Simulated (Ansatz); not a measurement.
V(NH)(OH)3 (VNO₃H₄). Charge 0, multiplicity 1. Geometry relaxed at PBE0-D4/def2-SVP.

```tsv
atom	x (Å)	y (Å)	z (Å)
V1	-0.0335	-0.1675	0.2322
N2	0.1519	0.7605	-1.0545
H3	0.2699	1.3522	-1.8747
O4	-1.5918	0.1833	0.9661
H5	-2.1998	0.8390	0.6106
O6	1.2608	0.1755	1.3712
H7	1.9473	0.8275	1.1994
O8	0.0329	-1.8515	-0.2675
H9	0.1623	-2.1190	-1.1828
```

The restricted singlet is unstable towards broken spin symmetry in Hartree–Fock (as tested in another run); at PBE0-D4/def2-SVP this wasn't settled.

**Question.** Estimate the harmonic wavenumbers at RKS PBE0-D4/def2-SVP (Ansatz, unscaled). Is this a minimum?

**Answer.** 242, 242, 262, 262, 277, 295, 365, 365, 480, 480, 665, 667, 667, 741, 834, 834, 1131, 3644, 3927, 3927, 3933 cm⁻¹. Yes, no mode is imaginary beyond noise. Zero-point energy 145.0 kJ/mol. Hardware: 4 threads of Arm Neoverse V2 on a shared host. Wall time 60 s.
